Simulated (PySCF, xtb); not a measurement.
C5H8, SMILES C1(C=C)CC1. The values are those of a single conformer.

Harmonic wavenumbers (cm⁻¹) from GFN2-xTB (xtb) at its own minimum, in rising order: 97, 274, 308, 447, 659, 794, 849, 865, 884, 955, 982, 1015, 1021, 1065, 1069, 1103, 1156, 1205, 1246, 1277, 1363, 1427, 1438, 1487, 1706, 3044, 3055, 3089, 3090, 3091, 3103, 3111, 3130.

What does PBE-D3(BJ)/def2-SVP (PySCF) give at its own minimum? (An estimate is asked for; the answer gives what the named calculation found.)

120, 265, 303, 437, 658, 744, 804, 807, 871, 892, 954, 964, 982, 1012, 1019, 1077, 1141, 1191, 1195, 1259, 1305, 1385, 1396, 1440, 1670, 3053, 3061, 3064, 3074, 3083, 3151, 3162, 3172. Paired by order, the mean absolute difference is 32 cm⁻¹ and the zero-point energies are 70.6 and 69.6 kcal/mol.
